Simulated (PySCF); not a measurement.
Species: C2H8AlFS.
Cartesian coordinates in Å at the PBE0-D3(BJ)/def2-SVP level; atoms count from 1:
```xyz
13
C2H8AlFS angstrom
C     -0.936   -1.303   -0.472
S     -0.419   -0.292    0.936
C     -0.921    1.348    0.363
Al     1.955   -0.100    0.269
F      1.546    0.399   -1.308
H     -2.031   -1.289   -0.557
H     -0.454   -0.922   -1.383
H     -0.594   -2.327   -0.270
H     -2.016    1.396    0.292
H     -0.568    2.069    1.112
H     -0.442    1.552   -0.605
H      2.432   -1.616    0.380
H      2.454    1.070    1.228
```

Method: PBE0-D3(BJ)/def2-SVP geometry optimisation, gas phase (PySCF).

**Question.** Which atoms are bound to Al4, and at what distances?

**Answer.** 4 atoms: H12 1.593 Å, H13 1.593 Å, F5 1.704 Å, S2 2.474 Å. The nearest atom not counted as bound is H7, at 3.03 Å (others tie with it).

**Question.** List the angles at Al4.

**Answer.** 
```csv
angle,degrees,distance of the outer atoms (Å)
H12–Al4–H13,124.3,2.82
F5–Al4–H13,114.6,2.78
F5–Al4–H12,114.5,2.77
S2–Al4–H13,101.3,3.19
S2–Al4–H12,101.2,3.19
S2–Al4–F5,92.4,3.06
```

**Question.** Describe the arrangement about Al4 in numbers.

**Answer.** Angles from 92.4° to 124.3°; τ4 = (360° − α − β)/141° = 0.86 with α and β the two widest (0 for a square, 1 for a tetrahedron).

**Question.** What are the other bond lengths?

**Answer.** C1–S2, S2–C3 1.809 Å; C1–H6 and 5 like bonds 1.098 Å.

**Question.** Give some angles away from the centre.

**Answer.** C1–S2–C3 100.4°, C1–S2–Al4 96.2°.

**Question.** What are the rotational constants (commonest isotopes, rigid rotor)?

**Answer.** A = 3935, B = 2030, C = 1963 MHz: a near-prolate asymmetric top.

Point group: Cs (every atom within 0.08 Å of its image). Charge 0, singlet. No frequency check.

One conformer stands for the species.
